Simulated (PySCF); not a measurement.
CH₄O₄Si, SMILES O=C(O)[SiH](O)O.

Coordinates come from a PBE0-D3(BJ)/def2-SVP optimisation. One conformer was computed; it need not be the lowest.

Method: TDA-PBE/def2-SVPD in PySCF 2.14.0.

Vertical excitations. Isolated molecule, no solvent.

| state | energy (eV) | λ (nm) | f | main pairs |
|---|---|---|---|---|
| S1 | 4.88 | 254 | 0.005 | HOMO→LUMO 99 % |
| S2 | 5.71 | 217 | 0.010 | HOMO−1→LUMO 95 % |
| S3 | 5.94 | 209 | 0.003 | HOMO−2→LUMO 94 % |
| S4 | 6.26 | 198 | 0.021 | HOMO→LUMO+1 99 % |
| S5 | 6.50 | 191 | 0.010 | HOMO−4→LUMO 74 %, HOMO−3→LUMO 14 % |
| S6 | 6.56 | 189 | 0.062 | HOMO→LUMO+2 78 %, HOMO−4→LUMO 16 % |
| S7 | 6.87 | 180 | 0.037 | HOMO→LUMO+3 91 % |
| S8 | 7.30 | 170 | 0.004 | HOMO−5→LUMO 55 %, HOMO−1→LUMO+1 31 % |
| S9 | 7.32 | 169 | 0.015 | HOMO−1→LUMO+1 49 %, HOMO−5→LUMO 39 %, HOMO−1→LUMO+2 10 % |
| S10 | 7.48 | 166 | 0.017 | HOMO−1→LUMO+2 47 %, HOMO−2→LUMO+1 10 %, HOMO−3→LUMO 10 %, HOMO−3→LUMO+1 9 % |
| T1 | 4.21 | 295 | 0 | HOMO→LUMO 99 % |
| T2 | 5.44 | 228 | 0 | HOMO−1→LUMO 62 %, HOMO−3→LUMO 30 % |
| T3 | 5.62 | 221 | 0 | HOMO−3→LUMO 44 %, HOMO−1→LUMO 37 %, HOMO−2→LUMO 15 % |
| T4 | 5.81 | 213 | 0 | HOMO−2→LUMO 78 %, HOMO−3→LUMO 21 % |
Triplets are in the Tamm–Dancoff approximation.
